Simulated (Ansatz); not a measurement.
Relaxation of BClF$_{2}$ (4 atoms, charge 0, multiplicity 1), to a largest force component of 0.02 eV/Å in at most 40 steps.

Method: RKS BLYP-D4/cc-pVDZ (Ansatz 0.2.0).

```xyz
4
Properties=species:S:1:pos:R:3
B 0.000 0.000 0.000
F 0.000 0.000 1.320
Cl 1.611 0.000 -0.930
F -1.143 0.000 -0.660
```

Q: Where does it end, and by what steps?

A: It converged. After 4 steps the energy has fallen by 0.084 eV; Cl3 moved furthest, 0.06 Å.

```json
{"step": "0", "energy less start (eV)": "0.0000", "largest force component (eV/Å)": "1.580", "accepted": "yes"}
{"step": "1", "energy less start (eV)": "-0.0599", "largest force component (eV/Å)": "1.014", "accepted": "yes"}
{"step": "2", "energy less start (eV)": "-0.0657", "largest force component (eV/Å)": "0.666", "accepted": "yes"}
{"step": "3", "energy less start (eV)": "-0.0843", "largest force component (eV/Å)": "0.041", "accepted": "yes"}
{"step": "4", "energy less start (eV)": "-0.0843", "largest force component (eV/Å)": "0.001", "accepted": "yes"}
```

```xyz
4
Properties=species:S:1:pos:R:3
B 0.027 0.000 -0.015
F 0.017 0.000 1.319
Cl 1.558 0.000 -0.899
F -1.134 0.000 -0.675
```

Time of the run: 5.4 s on 1 thread of Arm Neoverse V2, with other jobs on the host, peak memory 0.1 GiB.
